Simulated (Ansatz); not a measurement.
Relaxation of BClH7NSi (11 atoms, charge 0, multiplicity 1), to a largest force component of 0.03 eV/Å in at most 50 steps.

The calculation used RKS PBE-D4/def2-SVP (Ansatz 0.2.0).

```xyz
11
Properties=species:S:1:pos:R:3:forces:R:3
B 0.067 -0.364 -0.035 -0.06 0.34 -0.15
H 0.047 -0.513 1.158 -0.03 -0.28 0.27
Cl 1.562 -0.733 -0.876 0.06 0.00 -0.04
H -0.923 -0.103 -0.686 0.06 0.00 0.02
N 0.376 2.143 1.019 -0.16 -0.73 0.10
H 1.392 2.108 0.914 -0.03 0.00 0.01
Si -0.588 3.292 0.110 0.04 -0.04 0.05
H -1.247 2.727 -1.121 -0.01 -0.01 -0.03
H -1.673 3.867 0.978 -0.01 0.00 0.02
H 0.370 4.373 -0.305 -0.01 0.01 -0.01
H 0.026 1.317 1.543 0.15 0.71 -0.24
```

Problem. Where does it end, and by what steps?

Solution. The forces met the threshold. After 18 steps the energy has fallen by 1.137 eV; Cl3 moved furthest, 1.49 Å. Joined: B1–N5 (2.74 → 1.63 Å).

```tsv
step	energy less start (eV)	largest force component (eV/Å)	accepted
0	0.0000	0.734	yes
1	-0.1104	1.494	yes
2	-0.3263	2.190	yes
3	-0.6862	2.209	yes
4	-0.7852	2.771	yes
5	-0.9574	0.620	yes
6	-0.9861	0.158	yes
7	-1.0231	0.396	yes
8	-1.0603	0.266	yes
9	-1.0824	0.198	yes
10	-1.0867	0.444	yes
11	-1.0984	0.205	yes
12	-1.1080	0.277	yes
13	-1.1127	0.465	yes
14	-1.1259	0.312	yes
15	-1.1342	0.195	yes
16	-1.1324	0.155	no
17	-1.1366	0.034	yes
18	-1.1370	0.013	yes
```

```xyz
11
Properties=species:S:1:pos:R:3
B 0.138 0.187 0.186
H 0.702 -0.627 0.906
Cl 1.172 0.630 -1.323
H -1.014 -0.091 -0.126
N 0.065 1.605 0.996
H 0.990 1.790 1.416
Si -0.407 3.004 -0.129
H -1.317 2.479 -1.184
H -1.152 3.941 0.786
H 0.829 3.682 -0.615
H -0.595 1.512 1.786
```

Whether the end is a true minimum wasn't checked by a vibrational analysis.

Time of the run: 43 s on 2 threads of Arm Neoverse V1, with other jobs on the host, peak memory 0.15 GiB.
